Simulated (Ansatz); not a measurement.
Basis-set extrapolation for CH4Cl2Si, SMILES `C[SiH](Cl)Cl` (PBE0-D4/def2-TZVP geometry, frozen core, the Gaussian-basis code of Ansatz). Multiplicity 1, RHF reference.

```csv
,def2-TZVPP,def2-QZVPP
HF,-1248.306323,-1248.342910
MP2 correlation,-0.676493,-0.737270
CCSD(T) correlation,-0.760754,not run
```

Energies in hartree. Use E(X) = E(∞) + A·exp(−7.88·√X) for Hartree–Fock and E(X) = E(∞) + B·X^(−2.97) for correlation, with X = 3 and 4, and add CCSD(T) minus MP2 of the smaller set to the MP2 limit.

Question: What is the CCSD(T) energy at the basis-set limit?

Answer: HF limit: -1248.342910 + (-0.036587) × 0.13774 = -1248.34795. MP2 limit: -0.737270 + (-0.060777) × 0.74074 = -0.78229. Higher-order term: -0.760754 − (-0.676493) = -0.08426. Total: -1249.21450 hartree, 387.1 kJ/mol below CCSD(T)/def2-TZVPP.
